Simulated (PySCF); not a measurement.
Ligand exchange on a metal centre used in film growth or etching (Hf Cl-OH). Gas-phase values, no solvent. One relaxed conformer stands for each flexible species; it need not be the lowest. In the def2 sets, heavy atoms carry core potentials. All members: neutral, multiplicity 1. Level: TPSSh-D3(BJ)/def2-TZVP // BP86-D3(BJ)/def2-SVP (PySCF), beside PBE-D3(BJ)/def2-TZVP // BP86-D3(BJ)/def2-SVP (PySCF) at the same geometries.  Orbital energies are measured against the vacuum level.

```json
[
 {"species": "[Hf(Cl)4]", "LUMO, PBE (eV)": "-3.06", "LUMO, TPSSh-D3(BJ) (eV)": "-2.68"},
 {"species": "[Hf(Cl)3(OH)]", "LUMO, PBE (eV)": "-2.36", "LUMO, TPSSh-D3(BJ) (eV)": "withheld"},
 {"species": "[Hf(Cl)2(OH)2]", "LUMO, PBE (eV)": "-1.67", "LUMO, TPSSh-D3(BJ) (eV)": "-1.23"},
 {"species": "[Hf(Cl)(OH)3]", "LUMO, PBE (eV)": "-0.86", "LUMO, TPSSh-D3(BJ) (eV)": "-0.37"},
 {"species": "[Hf(OH)4]", "LUMO, PBE (eV)": "-0.62", "LUMO, TPSSh-D3(BJ) (eV)": "-0.13"}
]
```

Problem. Fit y = a + b·x, y being the LUMO at the first level, to the 4 complete rows by least squares, with x = the PBE value in eV. Give a, b and the rms residual, and predict the withheld value.

Solution. Means of the 4 rows: x̄ = -1.5525, ȳ = -1.1025 eV. Σ(x − x̄)² = 3.6355 and Σ(x − x̄)(y − ȳ) = 3.8072, so b = 1.047 and a = ȳ − b·x̄ = 0.523 eV. The rms residual is 0.005 eV. At x = -2.36 the line gives -1.95 eV. The run for [Hf(Cl)3(OH)] gave -1.95 eV, so the line is off by 0.00 eV, within twice the rms residual.

Codes: PySCF.
